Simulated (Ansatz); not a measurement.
Q: Name a neutral molecule of Al, C and H with HOMO–LUMO gap (PBE/def2-TZVPP) between 4.10 and 4.40 eV and HOMO–LUMO gap (ωB97M-V/def2-TZVPP) between 9.95 and 10.25 eV (Ansatz, PBE0-D4/def2-TZVP geometry).

A: `C#[C][AlH][CH3]` (4.35 eV, 10.25 eV); `C#[C][AlH2]` (4.20 eV, 10.09 eV); `C[CH2][AlH2]` (4.22 eV, 10.02 eV); `CC(C)[CH2][AlH2]` (4.26 eV, 10.04 eV); `C[CH2][AlH][CH2]C` (4.25 eV, 9.99 eV); `C#[C][Al]([C]#C)[C]#C` (4.12 eV, 10.11 eV). Other molecules can fit too; these were computed, each in one conformer that needn't be the lowest.
